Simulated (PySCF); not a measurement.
Compound: C₇H₅N.
SMILES with atom numbers: `[C-:1]#[N+:2][c:3]1[cH:4][cH:5][cH:6][cH:7][cH:8]1` (hydrogens: H9 on C4; H10 on C5; H11 on C6; H12 on C7; H13 on C8)

Computed geometry: GFN2-xTB, gas phase.

What internal coordinates does the optimisation give?

```csv
bond,length (Å)
C1≡N2,1.167
N2–C3,1.361
"C3–C4, C3–C8",1.393
"C4–C5, C7–C8",1.382
"C5–C6, C6–C7",1.386
"C4–H9, C8–H13",1.080
"C5–H10, C7–H12",1.080
C6–H11,1.080
```

Bonds in one row agree within 0.01 Å and their mean is given. A selection of angles:
```csv
angle,degrees
C1–N2–C3,179.8
N2–C3–C4,119.6
C4–C3–C8,120.7
C3–C4–C5,119.3
C4–C5–C6,120.3
C5–C6–C7,120.2
```

The 2 C–N bonds span 1.167 Å (C1≡N2, drawn triple) to 1.361 Å (N2–C3, drawn single), a spread of 0.194 Å. The 6-membered ring C3–C4–C5–C6–C7–C8 has internal angles of 119.3° to 120.7° (sum 720°, against 720° for a flat polygon); it is planar, 0.00 Å rms from its mean plane, widest ring torsion 0°. The 8 heavy atoms lie in one plane (0.001 Å rms).

Point group: C2v (tolerance 0.08 Å). Whether it is a minimum is left open (no frequencies).
